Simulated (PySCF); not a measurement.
# Electron correlation in Ag⁺ (silver, charge +1)

[Kr] 4d9 5p1, one real determinant (an excited configuration). All numbers are calculated (PySCF 2.14, the spin-free X2C one-electron Hamiltonian (Gaussian nucleus), in x2c-TZVPPall with one added diffuse shell each of s, p, d, f type (9s7p7d3f1g, 95 functions)). Frozen: [Ar] 3d10; 18 electrons correlated.

| level | correlation energy (mhartree) |
| --- | --- |
| CCSD | -570.16 |
| (T) | -14.23 |
| CCSD(T) | -584.39 |

Diagnostics: T1 = 0.011, D1 = 0.0572, largest double amplitude 0.023.

The real determinant used has ⟨L²⟩ near 8 against 12 for a pure F term, so it mixes terms.

Cost of the coupled-cluster step: about 120 core-seconds, for 18 correlated electrons.

The reference is one real determinant that mixes LS terms of this configuration.

This basis was not built for core-valence correlation, so the inner-shell part is incomplete.
